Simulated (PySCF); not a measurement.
## Electron correlation in As (arsenic, neutral)

[Ar] 3d10 4s2 4p3, high-spin 4S determinant. Calculation: PySCF 2.14, in cc-pVTZ-PP with ECP10MDF; a scalar-relativistic core potential. Frozen: 3s2 3p6 3d10; 5 electrons correlated.

MP2 pair energies summed by pair of shells (mhartree):

| pair | energy | share (%) |
| --- | --- | --- |
| 4s-4p | -46.38 | 64.9 |
| 4p-4p | -15.32 | 21.5 |
| 4s-4s | -9.72 | 13.6 |

Total MP2 correlation energy: -71.42 mhartree.

Same-spin part -19.20 and opposite-spin part -52.22 mhartree; SCS-MP2 scales them by 1/3 and 6/5 to -69.06 mhartree.

```csv
level,correlation energy (mhartree)
CCSD,-85.57
(T),-2.79
CCSD(T),-88.36
```

Diagnostics: T1 = 0.0036, D1 = 0.0085, largest double amplitude 0.053.

Is a single reference adequate?

Yes, within this model without spin-orbit coupling: T1 lies below 0.03 and no double amplitude reaches 0.07.
